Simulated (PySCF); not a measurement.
Vertical excitations of a molecule C2H8O2Si from TDA-PBE/def2-SVPD run with PySCF, as energy in eV (oscillator strength): 5.19 (0.009), 5.83 (0.010), 6.28 (0.008), 6.47 (0.008), 6.74 (0.010), 6.77 (0.005), 7.15 (0.038), 7.23 (0.050), 7.33 (0.009), 7.41 (0.010). Lowest triplet (TDA): 5.03 eV. The structure is a stationary point at B3LYP-D3(BJ)/def2-SVP. Other conformers were not sampled.

**Question.** Pick the molecule that these values belong to.
A. C[Si](C)(O)O
B. C[Si@H](O)CO
C. CO[SiH2]CO
D. COC[SiH2]O

**Answer.** B, C[Si@H](O)CO
